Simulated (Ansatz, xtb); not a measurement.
**Two isomers of C4H5F3O2**

Structure X is `CO[C@@]1(C(F)(F)F)CO1`, a singlet and structure Y is `CO[C@@H]1O[C@H]1C(F)(F)F`, a singlet. Both are isolated molecules in the gas phase, relaxed with B3LYP-D3(BJ)/def2-SVP; the shapes shown needn't be the lowest conformers.

X (Å):

```yaml
atoms:
  - { symbol: C, position_ang: [0.2471, -1.0270, 0.3981] }
  - { symbol: C, position_ang: [0.4709, 1.3054, 0.0286] }
  - { symbol: C, position_ang: [0.6926, 1.9060, 1.4151] }
  - { symbol: C, position_ang: [0.3328, 2.1775, -1.1391] }
  - { symbol: F, position_ang: [1.9906, 1.8761, 1.7379] }
  - { symbol: F, position_ang: [0.2782, 3.1780, 1.4713] }
  - { symbol: F, position_ang: [0.0198, 1.2151, 2.3523] }
  - { symbol: O, position_ang: [1.0008, 0.0587, -0.1414] }
  - { symbol: O, position_ang: [-0.8004, 1.5626, -0.5069] }
  - { symbol: H, position_ang: [0.6663, -1.9425, -0.0391] }
  - { symbol: H, position_ang: [-0.8138, -0.9400, 0.1145] }
  - { symbol: H, position_ang: [0.3303, -1.0761, 1.4952] }
  - { symbol: H, position_ang: [0.6193, 1.7501, -2.1063] }
  - { symbol: H, position_ang: [0.3927, 3.2664, -1.0373] }
```

Y (Å):

```xyz
14

C    -1.0533   -1.1520    0.1372
C     0.2690    0.7651    0.0947
C     0.8320    1.8431    0.9031
C     1.6535    2.9513    0.2895
F     2.6631    3.3075    1.0954
F     0.8825    4.0338    0.0935
F     2.1777    2.5951   -0.8918
O    -0.9030    0.2097    0.5049
O     1.4221    0.5517    0.9004
H    -0.2975   -1.7848    0.6334
H    -0.9679   -1.2839   -0.9577
H    -2.0553   -1.4659    0.4575
H     0.4688    0.7080   -0.9865
H     0.3112    2.1402    1.8225
```

Quicker runs give these differences E(Y) − E(X): GFN2-xTB −0.89 kcal/mol; HF/STO-3G −1.92 kcal/mol (at GFN2-xTB geometries); r2SCAN-D4/def2-SVP −1.00 kcal/mol (at GFN2-xTB geometries).

**Question.** Estimate E(Y) − E(X) at the level CCSD(T)/def2-SVP + ΔMP2/def2-TZVPP.

**Answer.** CCSD(T)/def2-SVP + ΔMP2/def2-TZVPP gives E(Y) − E(X) = −1.88 kcal/mol, favouring structure Y, but this leans on the basis-set step: CCSD(T) alone gives −0.82 kcal/mol.

Level by level:

```csv
level,geometry,E(Y) − E(X) (kcal/mol),departure from the last row (kcal/mol),"job, with rough time for the two"
GFN2-xTB,GFN2-xTB,−0.89,+0.99,"optimisation, 0.47 s"
HF/STO-3G,GFN2-xTB,−1.92,−0.05,"single point, 2.6 s"
r2SCAN-D4/def2-SVP,GFN2-xTB,−1.00,+0.87,"single point, 16 s"
B3LYP-D3(BJ)/def2-SVP,B3LYP-D3(BJ)/def2-SVP,−1.21,+0.67,"optimisation, 3.5 min"
HF/def2-SVP,B3LYP-D3(BJ)/def2-SVP,−2.35,−0.47,part of the CCSD(T) run
MP2/def2-SVP,B3LYP-D3(BJ)/def2-SVP,−0.93,+0.94,part of the CCSD(T) run
CCSD(T)/def2-SVP,B3LYP-D3(BJ)/def2-SVP,−0.82,+1.05,single point
CCSD(T)/def2-SVP + ΔMP2/def2-TZVPP,B3LYP-D3(BJ)/def2-SVP,−1.88,,"single point, 10 min"
```

As drawn, both hold the same kinds of bond in the same numbers.

The largest departure from CCSD(T)/def2-SVP + ΔMP2/def2-TZVPP is that of CCSD(T)/def2-SVP, 1.05 kcal/mol. The last row adds to CCSD(T) the change of the MP2 difference between the two basis sets, here −1.05 kcal/mol.

With thermal terms from frequencies at re-optimised GFN2-xTB minima (ideal gas, soft modes damped towards free rotors, one conformer each, 298.15 K, 1 atm): the zero-point term adds +0.04 kcal/mol; ΔH is −1.81 and ΔG −2.10 kcal/mol.

The correlated steps freeze 9 core orbitals. Codes used: Ansatz 0.2.0, xtb 6.7.1; the last row on 2 threads of AMD EPYC (Zen 3) on a shared host.
